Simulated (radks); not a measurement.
Question: These are the eigenvalues of the occupied orbitals of an atom or ion with whole-number occupations (hartree). Method: Dirac Kohn-Sham, PBE, spin-unpolarised, spherical densities, finite nucleus; Fermi nuclear charge, rms radius of each element as measured or else 0.836 A^(1/3) + 0.57 fm; computed with a radial shooting solver on a logarithmic mesh with Libxc functionals.

1s1/2: -806.4810
2s1/2: -116.5656
2p1/2: -107.7646
2p3/2: -102.9533
3s1/2: -21.13970
3p1/2: -17.72528
3p3/2: -16.90891
3d3/2: -10.86625
3d5/2: -10.70720
4s1/2: -3.54096
4p1/2: -2.52235
4p3/2: -2.39685
4d3/2: -0.89265
4d5/2: -0.87898

Which element is it, and in what charge state? The configuration may be excited. Open shells, if any, fill j = l - 1/2 first.

Answer: Z = 44, ruthenium, charge +2: Ru2+ in [Kr] 4d6. The list shows which subshells hold electrons but not how many an open one holds; the 1s level, -806.48 hartree, gives Z - s = 40.2 by -(Z - s)^2/2, which with screening and relativity narrows Z to a few neighbours, and the depths of the outer levels then fix element, charge and occupations together.
